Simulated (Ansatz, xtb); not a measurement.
## Relative energy of two isomers of C5H8ClFO

Structure X is `C[C@@H]1CO[C@@H](F)[C@H]1Cl`, a singlet and structure Y is `CC(C)(CF)C(=O)Cl`, a singlet. Both are isolated molecules in the gas phase, relaxed with PBE0-D3(BJ)/def2-SVP; the shapes shown needn't be the lowest conformers.

X (Å):

```xyz
16

C     1.0930   -1.3712    0.7834
C     0.0977   -0.2920    0.4154
C    -0.7948    0.2038    1.5528
C    -1.9951    0.4059   -0.4017
C    -0.9672   -0.7035   -0.5936
Cl   -0.3722   -0.8806   -2.2520
F    -1.5726    1.5404   -1.0426
O    -2.0301    0.5999    0.9554
H     1.8278   -1.0058    1.5163
H     1.6432   -1.7013   -0.1099
H     0.5872   -2.2489    1.2172
H     0.6246    0.5703   -0.0259
H    -1.0037   -0.6010    2.2790
H    -0.3600    1.0552    2.0985
H    -3.0073    0.1770   -0.7684
H    -1.4264   -1.6630   -0.3089
```

Y (Å):

```xyz
16

C    -1.6414    0.1579   -1.9848
C    -1.1211   -0.9425   -1.0548
C    -2.0920   -1.1695    0.1081
C     0.2585   -0.5561   -0.5127
C    -0.9281   -2.2312   -1.8307
Cl   -2.4393   -2.8647   -2.5579
F     0.1520    0.6090    0.2033
O     0.0909   -2.8156   -1.9820
H    -1.6752    1.1038   -1.4264
H    -0.9801    0.2956   -2.8539
H    -2.6500   -0.0784   -2.3488
H    -3.0996   -1.4038   -0.2601
H    -2.1366   -0.2533    0.7133
H    -1.7571   -1.9935    0.7564
H     0.9723   -0.4032   -1.3377
H     0.6524   -1.3451    0.1476
```

Question: Estimate E(Y) − E(X) at the level CCSD(T)/def2-SVP + ΔMP2/def2-TZVPP.

Answer: Calculated at CCSD(T)/def2-SVP + ΔMP2/def2-TZVPP: E(Y) − E(X) = −0.227 eV, so structure Y lies lower.

How the difference moves with the method:

```csv
level,geometry,E(Y) − E(X) (eV),departure from the last row (eV),"job, with rough time for the two"
GFN2-xTB,GFN2-xTB,+0.215,+0.442,"optimisation, 0.43 s"
HF/STO-3G,GFN2-xTB,+1.022,+1.249,"single point, 0.48 s"
r2SCAN-D4/def2-SVP,GFN2-xTB,−0.309,−0.082,"single point, 4.8 s"
PBE0-D3(BJ)/def2-SVP,PBE0-D3(BJ)/def2-SVP,−0.147,+0.080,"optimisation, 45 s"
HF/def2-SVP,PBE0-D3(BJ)/def2-SVP,−0.132,+0.095,part of the CCSD(T) run
MP2/def2-SVP,PBE0-D3(BJ)/def2-SVP,−0.417,−0.190,part of the CCSD(T) run
CCSD(T)/def2-SVP,PBE0-D3(BJ)/def2-SVP,−0.374,−0.148,single point
CCSD(T)/def2-SVP + ΔMP2/def2-TZVPP,PBE0-D3(BJ)/def2-SVP,−0.227,,"single point, 2.3 min"
```

As drawn, Y has 1 C=O in place of 2 C–O. Structure X has a 5-membered ring, Y no ring.

GFN2-xTB, HF/STO-3G put the two in the other order. The largest departure from CCSD(T)/def2-SVP + ΔMP2/def2-TZVPP is that of HF/STO-3G, 1.249 eV. The last row adds to CCSD(T) the change of the MP2 difference between the two basis sets, here +0.148 eV, a large step that makes the value less sure.

With thermal terms from frequencies at re-optimised GFN2-xTB minima (ideal gas, soft modes damped towards free rotors, one conformer each, 298.15 K, 1 atm): the zero-point term adds −0.058 eV; ΔH is −0.248 and ΔG −0.317 eV.

The correlated steps freeze 12 core orbitals. Mirror images aren't counted in ΔG. Codes used: Ansatz 0.2.0, xtb 6.7.1; the last row on 4 threads of Arm Neoverse V1 on a shared host.
